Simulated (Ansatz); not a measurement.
Species: H5AlOSi, SMILES `O[SiH2][AlH2]` (H–O–Si–Al torsion 42°, O–Si–Al–H torsion 166°) (charge 0, multiplicity 1), formula H5AlOSi.

**Question.** How many basis functions does Ansatz (an electronic-structure program) with frozen-core CCSD(T)/def2-TZVPP // PBE0-D4/def2-TZVP use, how many core orbitals are frozen, and how many electrons are correlated?

**Answer.** 185 basis functions and 11 frozen orbitals, which leaves 18 correlated electrons. Core time is of the order of seconds.
